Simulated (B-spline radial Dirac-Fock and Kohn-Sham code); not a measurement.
Kohn-Sham estimates against Dirac-Fock for the levels of Sb

System: the free antimony atom, [Kr] 4d10 5s2 5p3.

The density-functional columns are spherical, spin-unpolarised Dirac-Kohn-Sham results without Breit or QED terms: −ε is minus the orbital energy of the initial state and ΔSCF the difference of two total energies, and "half-occupied" is minus the orbital energy with half an electron removed (Slater transition state). The reference in the last column comes from ΔSCF Dirac-Fock with Breit, self-energy and vacuum polarisation, finite nucleus, configuration average. All numbers are from a B-spline atomic structure program, in eV; a selection of levels is shown. The Kohn-Sham columns are given as differences from the reference. For the 1s level of heavy atoms much of the gap between ΔSCF and the reference is the Breit and QED part, -102.4 eV here; for other levels the error of the functional can be larger.

```tsv
level	PBE −ε − DF	PBE ΔSCF − DF	LDA ΔSCF − DF	LDA half-occupied − DF	PBE0 −ε − DF	Dirac-Fock
K	-215.8	+128.3	+92.3	+93.1	-119.3	30498.8
L1	-107.1	-47.4	-51.5	-51.6	-68.1	4713.8
L2	-80.5	-5.6	-7.1	-7.3	-47.4	4390.4
L3	-83.9	-13.8	-14.9	-15.1	-51.0	4142.0
M1	-53.1	-33.5	-34.8	-34.9	-34.8	956.4
M2	-42.2	-21.9	-22.3	-22.4	-26.5	824.0
M3	-41.8	-22.2	-22.5	-22.7	-26.5	777.2
M4	-24.8	-3.0	-2.7	-2.8	-13.5	545.9
M5	-25.1	-3.5	-3.2	-3.4	-13.9	536.5
N1	-21.8	-13.1	-13.5	-13.6	-14.3	170.5
N3	-16.4	-8.2	-8.4	-8.5	-10.4	115.4
N4	-6.4	+0.9	+1.0	+0.9	-3.2	40.60
N5	-6.4	+0.8	+0.9	+0.8	-3.2	39.38
O1	-3.4	+0.8	+1.1	+1.0	-2.0	16.26
O2,3	-2.8	+0.7	+0.9	+0.9	-2.6	7.62
```

Values without a named source are computed, but for edge energies of neutral atoms, which are taken from tables.
